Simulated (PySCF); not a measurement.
H₈N₂Si₂, singlet, at the geometry of the source list, with bond 5-1 at 2.4 times its length; CASSCF(6,7)/STO-3G run with PySCF.

PySCF was given this input:
```python
from pyscf import gto, scf, mcscf
import numpy

mol = gto.Mole()
mol.atom = '''
    Si    1.120500   -0.476300   -0.603700
    N     1.683200    0.902700    0.281100
    Si   -1.058200   -0.873400    0.047500
    N    -1.989400    0.483400    0.587700
    H     3.432180   -2.963660    0.321740
    H     1.283000   -0.308700   -2.065700
    H     1.196400    1.779800    0.174000
    H     2.672800    1.080500    0.325500
    H    -1.874700   -1.398500   -1.051700
    H    -1.148400   -1.800800    1.181500
    H    -2.273100    1.174000   -0.089500
    H    -1.695800    0.950100    1.431400
'''
mol.basis = 'sto-3g'
mol.charge = 0
mol.spin = 0
mol.verbose = 4
mol.build()

mf = scf.RHF(mol)
mf.kernel()
mc = mcscf.CASSCF(mf, 7, 6)
mc.fix_spin_(ss=0.0)
mc.kernel()
occ = numpy.linalg.eigvalsh(mc.fcisolver.make_rdm1(mc.ci, mc.ncas, mc.nelecas))[::-1]
ss = mc.fcisolver.spin_square(mc.ci, mc.ncas, mc.nelecas)[0]
print('natural occupations', occ.round(4), ' <S^2>', round(ss, 4))
```

What the program printed (banner, timings and long lists left out):

```
PySCF version 2.14.0

[INPUT] verbose = 4
[INPUT] num. atoms = 12
[INPUT] num. electrons = 50
[INPUT] charge = 0
[INPUT] spin (= nelec alpha-beta = 2S) = 0
[INPUT] symmetry False subgroup None
[INPUT] Mole.unit = angstrom
[INPUT] Symbol           X                Y                Z      unit          X                Y                Z       unit  Magmom
[...]
nuclear repulsion = 219.559445870718
number of shells = 24
number of NR pGTOs = 108
number of NR cGTOs = 36
basis = sto-3g
ecp = {}

******** <class 'pyscf.scf.hf.RHF'> ********
method = RHF
initial guess = minao
damping factor = 0
level_shift factor = 0
DIIS = <class 'pyscf.scf.diis.CDIIS'>
diis_start_cycle = 1
diis_space = 8
diis_damp = 0
SCF conv_tol = 1e-09
SCF conv_tol_grad = None
SCF max_cycles = 50
direct_scf = True
direct_scf_tol = 1e-13
Set gradient conv threshold to 3.16228e-05
Initial guess from minao.
init E= -682.892427732594
[...]
cycle= 1 E= -682.827804772905  delta_E= 0.0646  |g|= 0.451  |ddm|= 3.94
[...]
cycle= 2 E= -682.703598775527  delta_E= 0.124  |g|= 0.462  |ddm|= 2.97
[...]
cycle= 3 E= -682.954466750992  delta_E= -0.251  |g|= 0.217  |ddm|= 2.56
[...]
cycle= 4 E= -683.011133481938  delta_E= -0.0567  |g|= 0.0416  |ddm|= 0.754
[...]
cycle= 5 E= -683.012802765653  delta_E= -0.00167  |g|= 0.00839  |ddm|= 0.13
[...]
cycle= 6 E= -683.012846516703  delta_E= -4.38e-05  |g|= 0.00437  |ddm|= 0.0163
[...]
cycle= 7 E= -683.012862888743  delta_E= -1.64e-05  |g|= 0.000749  |ddm|= 0.0127
[...]
cycle= 8 E= -683.012863392086  delta_E= -5.03e-07  |g|= 8.44e-05  |ddm|= 0.00239
[...]
cycle= 9 E= -683.012863400961  delta_E= -8.88e-09  |g|= 3.85e-05  |ddm|= 0.000342
[...]
cycle= 10 E= -683.012863402489  delta_E= -1.53e-09  |g|= 2.25e-05  |ddm|= 0.000148
[...]
cycle= 11 E= -683.012863402907  delta_E= -4.19e-10  |g|= 4.13e-06  |ddm|= 6.63e-05
[...]
Extra cycle  E= -683.0128634029  delta_E= 6.82e-12  |g|= 5.55e-06  |ddm|= 2.74e-05
converged SCF energy = -683.0128634029

******** <class 'pyscf.mcscf.mc1step.CASSCF'> ********
CAS (3e+3e, 7o), ncore = 22, nvir = 7
max_cycle_macro = 50
max_cycle_micro = 4
conv_tol = 1e-07
conv_tol_grad = None
orbital rotation max_stepsize = 0.02
orbital rotation threshold for CI restart = 0.01
augmented hessian ah_max_cycle = 30
augmented hessian ah_conv_tol = 1e-12
augmented hessian ah_linear dependence = 1e-14
augmented hessian ah_level shift = 1e-08
augmented hessian ah_start_tol = 2.5
augmented hessian ah_start_cycle = 3
augmented hessian ah_grad_trust_region = 3
kf_trust_region = 3
kf_interval = 4
ci_response_space = 4
ci_grad_trust_region = 3
with_dep4 0
natorb = False
canonicalization = True
sorting_mo_energy = False
ao2mo_level = 2
internal_rotation = False
******** <class 'pyscf.fci.addons.SpinPenaltyFCISolver'> ********
max. cycles = 50
conv_tol = 1e-08
davidson only = True
linear dependence = 1e-12
level shift = 0.001
max iter space = 12
nroots = 1
pspace_size = 400
spin = None
CASCI E = -683.199977017312  S^2 = 0.0000000
Set conv_tol_grad to 0.000316228
macro iter   1 ( 21 JK    4 micro), CASSCF E = -683.206972161910  dE = -6.99514460e-03  S^2 = 0.0000000
               |grad[o]|=0.0561  |grad[c]|=0.0124  |ddm|=0.0284  |maxRot[o]|=0.287
macro iter   2 ( 21 JK    4 micro), CASSCF E = -683.211887135376  dE = -4.91497347e-03  S^2 = 0.0000000
               |grad[o]|=0.0342  |grad[c]|=0.0119  |ddm|=0.0158  |maxRot[o]|=0.237
macro iter   3 ( 21 JK    4 micro), CASSCF E = -683.218018339265  dE = -6.13120389e-03  S^2 = 0.0000000
               |grad[o]|=0.0191  |grad[c]|= 0.03  |ddm|=0.0329  |maxRot[o]|=0.216
macro iter   4 ( 21 JK    4 micro), CASSCF E = -683.225116924108  dE = -7.09858484e-03  S^2 = 0.0000000
               |grad[o]|=0.0166  |grad[c]|=0.0128  |ddm|=0.0114  |maxRot[o]|=0.185
macro iter   5 ( 21 JK    4 micro), CASSCF E = -683.227330097476  dE = -2.21317337e-03  S^2 = 0.0000000
               |grad[o]|=0.0127  |grad[c]|=0.00717  |ddm|=0.0116  |maxRot[o]|=0.176
[...]
               |grad[o]|=0.00421  |grad[c]|=0.00351  |ddm|=0.00112  |maxRot[o]|=0.000658
macro iter  33 ( 21 JK    4 micro), CASSCF E = -683.230169317634  dE = -3.34246261e-06  S^2 = 0.0000000
               |grad[o]|=0.0042  |grad[c]|=0.00356  |ddm|=0.00111  |maxRot[o]|=0.00042
macro iter  34 ( 21 JK    4 micro), CASSCF E = -683.230171407404  dE = -2.08977031e-06  S^2 = 0.0000000
               |grad[o]|=0.0042  |grad[c]|=0.00359  |ddm|=0.00111  |maxRot[o]|=0.000273
macro iter  35 ( 21 JK    4 micro), CASSCF E = -683.230172738486  dE = -1.33108176e-06  S^2 = 0.0000000
               |grad[o]|=0.00419  |grad[c]|=0.0036  |ddm|=0.00111  |maxRot[o]|=0.000178
macro iter  36 ( 11 JK    2 micro), CASSCF E = -683.230173378020  dE = -6.39534846e-07  S^2 = 0.0000000
               |grad[o]|=0.00419  |grad[c]|=0.00259  |ddm|=0.000214  |maxRot[o]|=7.44e-05
macro iter  37 ( 11 JK    2 micro), CASSCF E = -683.230173857756  dE = -4.79735149e-07  S^2 = 0.0000000
               |grad[o]|=0.00419  |grad[c]|=0.00259  |ddm|=0.00021  |maxRot[o]|=6.25e-05
macro iter  38 ( 11 JK    2 micro), CASSCF E = -683.230174192803  dE = -3.35047162e-07  S^2 = 0.0000000
               |grad[o]|=0.00419  |grad[c]|=0.00259  |ddm|=0.000214  |maxRot[o]|=4.53e-05
macro iter  39 ( 11 JK    2 micro), CASSCF E = -683.230174427352  dE = -2.34549589e-07  S^2 = 0.0000000
               |grad[o]|=0.00419  |grad[c]|=0.00259  |ddm|=0.000218  |maxRot[o]|=3.29e-05
macro iter  40 ( 11 JK    2 micro), CASSCF E = -683.230174599025  dE = -1.71672809e-07  S^2 = 0.0000000
               |grad[o]|=0.00419  |grad[c]|=0.00259  |ddm|=0.000217  |maxRot[o]|=2.47e-05
macro iter  41 ( 11 JK    2 micro), CASSCF E = -683.230174727528  dE = -1.28503075e-07  S^2 = 0.0000000
               |grad[o]|=0.00419  |grad[c]|=0.00259  |ddm|=0.000218  |maxRot[o]|=1.93e-05
macro iter  42 ( 11 JK    2 micro), CASSCF E = -683.230174827104  dE = -9.95761411e-08  S^2 = 0.0000000
               |grad[o]|=0.00419  |grad[c]|=0.00259  |ddm|=0.000217  |maxRot[o]|=1.58e-05
macro iter  43 ( 21 JK    4 micro), CASSCF E = -683.230646975597  dE = -4.72148493e-04  S^2 = 0.0000000
               |grad[o]|=0.00419  |grad[c]|=0.000932  |ddm|=0.000719  |maxRot[o]|=0.048
macro iter  44 ( 21 JK    4 micro), CASSCF E = -683.230651653024  dE = -4.67742677e-06  S^2 = 0.0000000
               |grad[o]|=0.00278  |grad[c]|=0.00157  |ddm|=0.000571  |maxRot[o]|=0.00298
macro iter  45 ( 21 JK    4 micro), CASSCF E = -683.230656312451  dE = -4.65942662e-06  S^2 = 0.0000000
               |grad[o]|=0.00276  |grad[c]|=0.00235  |ddm|=0.000455  |maxRot[o]|=0.00102
macro iter  46 ( 21 JK    4 micro), CASSCF E = -683.230659730258  dE = -3.41780776e-06  S^2 = 0.0000000
               |grad[o]|=0.00275  |grad[c]|=0.00294  |ddm|=0.000442  |maxRot[o]|=0.000642
macro iter  47 ( 21 JK    4 micro), CASSCF E = -683.230661855605  dE = -2.12534690e-06  S^2 = 0.0000000
               |grad[o]|=0.00274  |grad[c]|=0.00331  |ddm|=0.000426  |maxRot[o]|=0.000491
macro iter  48 ( 21 JK    4 micro), CASSCF E = -683.230663240803  dE = -1.38519761e-06  S^2 = 0.0000000
               |grad[o]|=0.00274  |grad[c]|=0.00351  |ddm|=0.000421  |maxRot[o]|=0.000336
macro iter  49 (  7 JK    2 micro), CASSCF E = -683.230988865837  dE = -3.25625034e-04  S^2 = 0.0000000
               |grad[o]|=0.00274  |grad[c]|=0.00259  |ddm|=0.000521  |maxRot[o]|=0.0686
macro iter  50 (  7 JK    3 micro), CASSCF E = -683.231011595962  dE = -2.27301249e-05  S^2 = 0.0000000
               |grad[o]|=0.000731  |grad[c]|=0.000338  |ddm|=0.000299  |maxRot[o]|=0.0194
1-step CASSCF not converged,  50 macro (876 JK 170 micro) steps
CASSCF canonicalization
Density matrix diagonal elements [1.97077308 1.96766118 1.14869233 0.86051704 0.0258918  0.00293385
 0.02353071]
CASSCF energy = -683.231011595962
CASCI E = -683.231011595962  E(CI) = -6.53700127116224  S^2 = 0.0000000
natural occupations [1.9807 1.9704 1.1421 0.8576 0.0281 0.0189 0.0024]  <S^2> 0.0
```

Convergence was not reached.
